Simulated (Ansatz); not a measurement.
`[CH3][GeH]([F])[SiH3]` + `BC(=C)CC` → `[BH2][GeH]([CH3])[F]` + `C=C([SiH3])CC`  (redistribution)

Calculated with Ansatz (gas phase, PBE0-D4/def2-TZVP geometries, no zero-point term in ΔE). CBS: MP2 limit from def2 TZ/QZ plus the TZ coupled-cluster correction, frozen cores. Functionals use def2-TZVPP. B3LYP here is the variant with VWN-RPA as its local correlation; programs differ in this. For Ge outer-core shells are correlated without core-valence functions, which leaves a few kJ/mol of doubt a bond. Scalar relativity is left out up to krypton. Each species was taken in one conformer, which may not be the lowest.

```json
{"level": "PBE-D4", "ΔE (kJ/mol)": "59.7", "difference from CCSD(T)/CBS": "9.9"}
{"level": "r2SCAN-D4", "ΔE (kJ/mol)": "56.7", "difference from CCSD(T)/CBS": "6.9"}
{"level": "PBE0-D4", "ΔE (kJ/mol)": "57.4", "difference from CCSD(T)/CBS": "7.6"}
{"level": "B3LYP-D4", "ΔE (kJ/mol)": "55.9", "difference from CCSD(T)/CBS": "6.1"}
{"level": "ωB97X-V", "ΔE (kJ/mol)": "51.4", "difference from CCSD(T)/CBS": "1.6"}
{"level": "ωB97M-V", "ΔE (kJ/mol)": "52.4", "difference from CCSD(T)/CBS": "2.6"}
{"level": "B2PLYP", "ΔE (kJ/mol)": "55.3", "difference from CCSD(T)/CBS": "5.5"}
{"level": "PBE", "ΔE (kJ/mol)": "61.4", "difference from CCSD(T)/CBS": "11.6"}
{"level": "r2SCAN", "ΔE (kJ/mol)": "57.1", "difference from CCSD(T)/CBS": "7.3"}
{"level": "PBE0", "ΔE (kJ/mol)": "58.9", "difference from CCSD(T)/CBS": "9.1"}
{"level": "B3LYP", "ΔE (kJ/mol)": "58.6", "difference from CCSD(T)/CBS": "8.8"}
{"level": "HF/def2-TZVPP", "ΔE (kJ/mol)": "50.8", "difference from CCSD(T)/CBS": "1.0"}
{"level": "MP2/def2-TZVPP", "ΔE (kJ/mol)": "50.2", "difference from CCSD(T)/CBS": "0.4"}
{"level": "SCS-MP2/def2-TZVPP", "ΔE (kJ/mol)": "48.9", "difference from CCSD(T)/CBS": "-0.9"}
{"level": "CCSD/def2-TZVPP", "ΔE (kJ/mol)": "49.0", "difference from CCSD(T)/CBS": "-0.8"}
{"level": "CCSD(T)/def2-TZVPP", "ΔE (kJ/mol)": "50.1", "difference from CCSD(T)/CBS": "0.3"}
{"level": "HF/def2-QZVPP", "ΔE (kJ/mol)": "51.1", "difference from CCSD(T)/CBS": "1.3"}
{"level": "MP2/def2-QZVPP", "ΔE (kJ/mol)": "50.2", "difference from CCSD(T)/CBS": "0.4"}
{"level": "SCS-MP2/def2-QZVPP", "ΔE (kJ/mol)": "48.8", "difference from CCSD(T)/CBS": "-1.0"}
{"level": "HF/CBS(def2)", "ΔE (kJ/mol)": "51.1", "difference from CCSD(T)/CBS": "1.3"}
{"level": "MP2/CBS(def2)", "ΔE (kJ/mol)": "49.9", "difference from CCSD(T)/CBS": "0.1"}
{"level": "CCSD/CBS(def2)", "ΔE (kJ/mol)": "48.7", "difference from CCSD(T)/CBS": "-1.1"}
{"level": "CCSD(T)/CBS", "ΔE (kJ/mol)": "49.8", "difference from CCSD(T)/CBS": "0"}
```

Largest T1 diagnostic among the species: 0.012.
